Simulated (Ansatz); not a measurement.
Input file for Ansatz (a quantum-chemistry and plane-wave program): R-B3LYP/def2-TZVPP on GeHIO (SMILES [OH][Ge][I]), a point of a torsion scan. Elements past Kr take the def2 small-core potentials; no spin–orbit coupling.

Ansatz 0.2 input:
```yaml
crystal:
  periodic: [false, false, false]
  atoms:
    - {symbol: O, position_ang: [-1.03026349, 0.02205340, 0.09072885]}
    - {symbol: Ge, position_ang: [0.28887446, 1.11805749, -0.07429259]}
    - {symbol: I, position_ang: [2.36779634, -0.44886033, 0.03811773]}
    - {symbol: H, position_ang: [-1.62935789, -0.69852919, -0.07644875]}
basis:
  gaussian:
    orbitals: def2-TZVPP
hamiltonian:
  xc: {name: B3LYP}
scf: {lower_state_search: off}
```

### Question
What total energy does the run end on?

### Answer
-2450.7755 hartree.
